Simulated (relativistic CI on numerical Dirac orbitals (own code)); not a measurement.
**Cubic crystal-field splitting of Lu4+ by operator equivalents**

Problem. Lu4+ (4f13) sits in a cubic field with the Wybourne parameters B⁴₀ = 2090 and B⁶₀ = 1020 cm⁻¹. Find the levels of its ground J multiplet, neglecting the mixing with the other J.

Working.
1. One f hole has the ground level ²F7/2 with g_J = 8/7 and the Stevens factors β = −2/1155 and γ = 4/27027.
2. Stevens form: B₄ = β B⁴₀/8 = -0.4524 and B₆ = γ B⁶₀/16 = 0.00944 cm⁻¹, in H = B₄(O₄⁰ + 5O₄⁴) + B₆(O₆⁰ − 21O₆⁴).
3. For J = 7/2 the eigenvalues are E(Γ6) = 840B₄ − 25200B₆ = -617.8, E(Γ7) = −1080B₄ − 15120B₆ = 345.9 and E(Γ8) = 120B₄ + 20160B₆ = 135.9 cm⁻¹.
4. Order and energies above the lowest: Γ6 0.0, Γ8 753.7, Γ7 963.7 cm⁻¹. A Γ6 ground doublet has the isotropic |g| = 2.667.

Check. Diagonalising spin-orbit coupling (free-ion gap 11573 cm⁻¹, from a Dirac-Coulomb-Breit calculation) and field together in all 14 states gives Γ6 0.0, Γ8 725.7, Γ7 960.9 cm⁻¹, with |g| = 2.667. The other multiplet starts at 12020 cm⁻¹; the differences from the hand values come from J mixing and grow with the ratio of the field to that gap.
